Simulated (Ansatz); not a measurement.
The cluster PbO4: single points at one geometry.

```yaml
crystal:
  periodic: [false, false, false]
  atoms:
    - {symbol: Pb, position_ang: [-0.917354, 0.399675, 1.465616]}
    - {symbol: O, position_ang: [-0.989383, 0.801202, -0.677317]}
    - {symbol: O, position_ang: [0.852373, -0.741642, 0.896127]}
    - {symbol: O, position_ang: [-0.038480, -0.271647, -1.184851]}
    - {symbol: O, position_ang: [1.092843, -0.187587, -0.499574]}
basis:
  gaussian: {orbitals: def2-SVP, initial_orbitals: start.molden}
hamiltonian: {xc: {text: "exchange = 0.85*pbe_x + 0.15*exact_x\ncorrelation = pbe_c"}}
scf: {omitted_lower_state_checks: [starts]}
output: {orbitals: {seedname: orbitals}}
```

The file start.molden holds the orbitals of an earlier run on this structure, at another level or in another basis.

```sh
$ ansatz run in.yaml --threads 4 --pin off --events-out ev --progress --plain --max-ram 4787MiB
```

Output, abridged:

```
Functional definition: unnamed
869 factors; integrals over basis functions are off by at most 7.4e-4 eV
mean field evaluation 1: about -13415.1291 eV, gradient 2.5e1 eV
mean field evaluation 2: about -13415.4343 eV, gradient 4.4e-1 eV
mean field evaluation 4: about -13415.5429 eV, gradient 3.0e-3 eV
mean field -13415.54293049 eV, -493.0121093139 hartree, gradient 1.3e-5 eV, S^2 0.000000; 0 other end points of the search recorded, 0 dependent functions left out
reference -13415.54295468 eV, -493.0121102030 hartree; 27, 27 occupied and 55, 55 virtual orbitals, 869 factors
Total energy: -13415.54295468 eV, -493.0121102030 hartree
Checks for a lower state left out: starts
```

Run time 0.75 s (4 threads of Arm Neoverse V2 on a shared host).

The first input with `hamiltonian: {xc: pbe0, dispersion: d4}` (abridged; 1.2 s):

```
Functional definition: PBE0
mean field -13414.60780520 eV, -492.9777440932 hartree, gradient 1.9e-5 eV, S^2 0.000000
Total energy: -13414.71536922 eV, -492.9816969981 hartree
Checks for a lower state left out: starts
```

First input, but with `gaussian: {orbitals: def2-TZVP, initial_orbitals: start.molden}`, `hamiltonian: {xc: pbe0, dispersion: d4}` (abridged; 2 s):

```
Functional definition: PBE0
mean field -13425.02617885 eV, -493.3606122633 hartree, gradient 2.0e-5 eV, S^2 0.000000
Total energy: -13425.13375039 eV, -493.3645654443 hartree
Checks for a lower state left out: starts
```

The first input with `gaussian: {orbitals: def2-TZVP, initial_orbitals: start.molden}`, `hamiltonian: {xc: pbe, dispersion: d4}` (abridged; 1.1 s):

```
Functional definition: PBE
mean field -13427.50330909 eV, -493.4516451204 hartree, gradient 1.6e-5 eV, S^2 0.000000
Total energy: -13427.63262838 eV, -493.4563975165 hartree
Checks for a lower state left out: starts
```

First input, but with `gaussian: {orbitals: def2-TZVPD, initial_orbitals: start.molden}`, `hamiltonian: {xc: pbe, dispersion: d4}` (abridged; 1.7 s):

```
Functional definition: PBE
mean field -13427.60768502 eV, -493.4554808650 hartree, gradient 2.3e-5 eV, S^2 0.000000
Total energy: -13427.73701875 eV, -493.4602337922 hartree
Checks for a lower state left out: starts
```

As the first input, with `hamiltonian: {xc: {text: "exchange = 0.90*pbe_x + 0.10*exact_x\ncorrelation = pbe_c"}}` (abridged; 0.75 s):

```
Functional definition: unnamed
mean field -13416.03542014 eV, -493.0302079746 hartree, gradient 2.2e-5 eV, S^2 0.000000
Total energy: -13416.03544575 eV, -493.0302089158 hartree
Checks for a lower state left out: starts
```

The first input with `gaussian: {orbitals: def2-TZVP, initial_orbitals: start.molden}`, `hamiltonian: {xc: r2scan, dispersion: d4}`, `output: {forces: true, orbitals: {seedname: orbitals}}` (abridged; 2.5 s):

```
Functional definition: r2SCAN
mean field -13432.73371745 eV, -493.6438590823 hartree, gradient 2.6e-5 eV, S^2 0.000000
Total energy: -13432.76078196 eV, -493.6448536848 hartree
Atom 0 force     0.589450    -0.256986    -0.941408 eV/Å
Atom 1 force     0.258688    -0.333788     0.574909 eV/Å
Atom 2 force    -0.533892     0.454026    -0.135721 eV/Å
Atom 3 force    -0.285981     0.159672     0.145613 eV/Å
Atom 4 force    -0.028266    -0.022924     0.356607 eV/Å
Dipole moment:    -0.563605     0.245583     0.900465 e Å
Checks for a lower state left out: starts
```

Geometry: PBE-D4/def2-SVP.

In the def2 sets Pb takes a core potential; there is no spin–orbit coupling. The structure holds 3 bonds between oxygen atoms, so isomers without such links may lie far lower. The structure comes from a short search, and lower isomers may exist.
